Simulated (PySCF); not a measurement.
Input file for PySCF: D3(BJ) and D4 dispersion corrections on F2H2 (a complex), monomers drawn apart or pushed together.

```python
from pyscf import gto
from pyscf.dispersion import dftd3, dftd4

mol = gto.M(
    atom='''
    F    -0.00194010   -0.04565024    0.24123662
    H    -0.53058077   -0.70195368   -0.14684528
    F    -0.15283945   -0.36094559    3.20683509
    H    -0.00767798   -0.13914262    2.31348198
    ''',
    basis='def2-svp',
    charge=0, spin=0, verbose=0, max_memory=1800)
d3, d4 = {}, {}
for xc in ['hf', 'pbe', 'blyp', 'revpbe', 'tpss', 'r2scan', 'b3lyp', 'pbe0', 'bhlyp', 'camb3lyp', 'b2plyp']:
    d3[xc] = float(dftd3.DFTD3Dispersion(mol, xc=xc, version='d3bj', atm=False).get_dispersion()['energy'])
    print(f'D3(BJ) {xc:10s} {d3[xc]:14.8f} Eh')
for xc in ['hf', 'pbe', 'blyp', 'revpbe', 'tpss', 'r2scan', 'b3lyp', 'pbe0', 'bhlyp', 'camb3lyp', 'b2plyp']:
    d4[xc] = float(dftd4.DFTD4Dispersion(mol, xc={'camb3lyp': 'cam-b3lyp'}.get(xc, xc), atm=True).get_dispersion()['energy'])
    print(f'D4     {xc:10s} {d4[xc]:14.8f} Eh')
```

Output:

```
D3(BJ) hf            -0.00439584 Eh
D3(BJ) pbe           -0.00055951 Eh
D3(BJ) blyp          -0.00108539 Eh
D3(BJ) revpbe        -0.00148736 Eh
D3(BJ) tpss          -0.00067066 Eh
D3(BJ) r2scan        -0.00015425 Eh
D3(BJ) b3lyp         -0.00087463 Eh
D3(BJ) pbe0          -0.00045481 Eh
D3(BJ) bhlyp         -0.00062976 Eh
D3(BJ) camb3lyp      -0.00036768 Eh
D3(BJ) b2plyp        -0.00037283 Eh
D4     hf            -0.00154663 Eh
D4     pbe           -0.00041998 Eh
D4     blyp          -0.00092126 Eh
D4     revpbe        -0.00152951 Eh
D4     tpss          -0.00056570 Eh
D4     r2scan        -0.00011763 Eh
D4     b3lyp         -0.00064703 Eh
D4     pbe0          -0.00035262 Eh
D4     bhlyp         -0.00040872 Eh
D4     camb3lyp      -0.00034527 Eh
D4     b2plyp        -0.00029600 Eh
```

The run finished.

Cost: about 0.010 core-seconds (a rough figure).
